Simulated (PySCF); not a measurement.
**Sn²⁺ (tin, charge +2): LDA calculation**

Configuration: [Kr] 4d10 5s2, closed-shell 1S. Calculation: PySCF 2.14, in def2-TZVP with the def2 core potential (28 electrons) (6s5p3d2f, 50 functions); scalar relativity through the core potential.

```json
{"Total energy": "-213.1088 hartree", "One-electron energy": "-362.0772 hartree", "Hartree (Coulomb) energy": "166.1045 hartree", "Exchange-correlation energy": "-17.1360 hartree", "⟨S²⟩": "0.0000", "⟨L²⟩": "0.000", "Sum of ⟨r⟩": "22.49 bohr", "Sum of ⟨r²⟩": "31.98 bohr²", "Time after the integrals": "0.1 s of wall time on 1 thread of Intel(R) Xeon(R) 6975P-C (shared host)"}
```

```json
{"shell": "4s", "electrons": "2", "mean orbital energy (hartree)": "-5.53829", "rms radius, mean of both spins (bohr)": "0.876"}
{"shell": "4p", "electrons": "6", "mean orbital energy (hartree)": "-3.92014", "rms radius, mean of both spins (bohr)": "0.953"}
{"shell": "4d", "electrons": "10", "mean orbital energy (hartree)": "-1.58543", "rms radius, mean of both spins (bohr)": "1.19"}
{"shell": "5s", "electrons": "2", "mean orbital energy (hartree)": "-0.97863", "rms radius, mean of both spins (bohr)": "2.33"}
```

Energies and moments cover only the electrons outside the core potential.
